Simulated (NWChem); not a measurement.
Everything below was run with NWChem. System: H₃O (+1), charge 1, spin multiplicity 1, at a geometry optimised with B3LYP/def2-SVP. The structure started from a generated list of species. Level: TD-PBE/aug-cc-pVDZ.

The NWChem input:

```
start mol
memory heap 200 mb stack 900 mb global 1100 mb
charge 1
geometry units angstroms nocenter noautoz
  O     -0.000025     0.077442     0.000000
  H     -0.472033    -0.206672     0.817691
  H     -0.472033    -0.206672    -0.817691
  H      0.944265    -0.206192     0.000000
  symmetry group Cs
end
basis spherical
  * library aug-cc-pvdz
end
dft
  xc xpbe96 cpbe96
  semidirect memsize 60000000 filesize 0
  iterations 100
end
tddft
  rpa
  nroots 5
  notriplet
  thresh 1e-4
end
task tddft energy
```

Output (cleaned and shortened):

```
             Northwest Computational Chemistry Package (NWChem) 7.3.0
             --------------------------------------------------------

                                NWChem Input Module
                                -------------------

 Scaling coordinates for geometry "geometry" by  1.889725989
 (inverse scale =  0.529177249)

 Turning off AUTOSYM since
 SYMMETRY directive was detected!

                             Geometry "geometry" -> ""
                             -------------------------

 Output coordinates in angstroms (scale by  1.889725989 to convert to a.u.)

  No.       Tag          Charge          X              Y              Z
 ---- ---------------- ---------- -------------- -------------- --------------
    1 O                    8.0000    -0.00002500     0.07744200     0.00000000
    2 H                    1.0000    -0.47203300    -0.20667200     0.81769100
    3 H                    1.0000    -0.47203300    -0.20667200    -0.81769100
    4 H                    1.0000     0.94426500    -0.20619200     0.00000000

 Effective nuclear repulsion energy (a.u.)      13.8517465910

            Nuclear Dipole moment (a.u.)
            ----------------------------
        X                 Y               Z
 ---------------- ---------------- ----------------
    -0.0000018897     0.0000000000     0.0000000000

      Symmetry information
      --------------------

 Group name             Cs
 Group number              2
 Group order               2
 No. of unique centers     3

      Symmetry unique atoms

     1    2    4


 Summary of "ao basis" -> "" (spherical)
 ------------------------------------------------------------------------------
       Tag                 Description            Shells   Functions and Types
 ---------------- ------------------------------  ------  ---------------------
 *                        aug-cc-pvdz                 on all atoms

  pbe96 is a nonlocal functional; adding pw91lda local functional.

                                 NWChem DFT Module
                                 -----------------

 Summary of "ao basis" -> "ao basis" (spherical)
[...]
          sigma_e =   1.9608 Angstrom
          sigma_h =   0.7820 Angstrom
         |d_h->e| =   0.7429 Angstrom
            d_exc =   2.2383 Angstrom
            d_CD1 =   1.9217 Angstrom
            d_CD2 =  -0.6285 Angstrom
            d_CD3 =   2.9812 Angstrom
     Pearson C.C. =  -0.0007

     Occ.    5  a'  ---  Virt.    8  a'  -0.99726 X
  ----------------------------------------------------------------------------
  Root   3 singlet a"             0.482655822 a.u.               13.1337 eV
  ----------------------------------------------------------------------------
     Transition Moments    X -0.00000   Y -0.00000   Z  0.20290
     Transition Moments   XX -0.00000  XY  0.00000  XZ -0.13738
     Transition Moments   YY  0.00000  YZ -0.46298  ZZ  0.00000
     Dipole Oscillator Strength                    0.0132471753
     Electric Quadrupole                           0.0000001396
     Magnetic Dipole                               0.0000001856
     Total Oscillator Strength                     0.0132475005

          sigma_e =   1.9607 Angstrom
          sigma_h =   0.7820 Angstrom
         |d_h->e| =   0.7428 Angstrom
            d_exc =   2.2382 Angstrom
            d_CD1 =   1.9215 Angstrom
            d_CD2 =  -0.6285 Angstrom
            d_CD3 =   2.9810 Angstrom
     Pearson C.C. =  -0.0007

     Occ.    5  a'  ---  Virt.    7  a"   0.99726 X
  ----------------------------------------------------------------------------
  Root   4 singlet a'             0.574807385 a.u.               15.6413 eV
  ----------------------------------------------------------------------------
     Transition Moments    X -0.02760   Y -0.00004   Z -0.00000
     Transition Moments   XX -0.08281  XY -0.46148  XZ  0.00000
     Transition Moments   YY -0.00044  YZ -0.00000  ZZ  0.08310
     Dipole Oscillator Strength                    0.0002919081
     Electric Quadrupole                           0.0000002223
     Magnetic Dipole                               0.0000002305
     Total Oscillator Strength                     0.0002923609

          sigma_e =   2.4308 Angstrom
          sigma_h =   0.7813 Angstrom
         |d_h->e| =   0.4737 Angstrom
            d_exc =   2.5957 Angstrom
            d_CD1 =   2.1232 Angstrom
            d_CD2 =  -1.1323 Angstrom
            d_CD3 =   3.0694 Angstrom
     Pearson C.C. =   0.0015

     Occ.    3  a'  ---  Virt.    6  a'   0.10856 X
     Occ.    5  a'  ---  Virt.   11  a'  -0.99241 X
  ----------------------------------------------------------------------------
  Root   5 singlet a"             0.574809642 a.u.               15.6414 eV
  ----------------------------------------------------------------------------
     Transition Moments    X -0.00000   Y  0.00000   Z  0.02757
     Transition Moments   XX -0.00000  XY -0.00000  XZ -0.08324
     Transition Moments   YY  0.00000  YZ  0.46149  ZZ  0.00000
     Dipole Oscillator Strength                    0.0002911959
     Electric Quadrupole                           0.0000002224
     Magnetic Dipole                               0.0000002304
     Total Oscillator Strength                     0.0002916488

          sigma_e =   2.4304 Angstrom
          sigma_h =   0.7813 Angstrom
         |d_h->e| =   0.4744 Angstrom
            d_exc =   2.5955 Angstrom
            d_CD1 =   2.1234 Angstrom
            d_CD2 =  -1.1315 Angstrom
            d_CD3 =   3.0698 Angstrom
     Pearson C.C. =   0.0015

     Occ.    4  a"  ---  Virt.    6  a'  -0.10860 X
     Occ.    5  a'  ---  Virt.   10  a"   0.99241 X

              Target root =      1
          Target symmetry = none
      Ground state energy =    -76.628915474895
        Excitation energy =      0.394683600155
     Excited state energy =    -76.234231874740

  stored tddft:energy   -76.234231874740161

 Task  times  cpu:        9.7s     wall:        9.7s

 Total times  cpu:        9.8s     wall:        9.8s
```
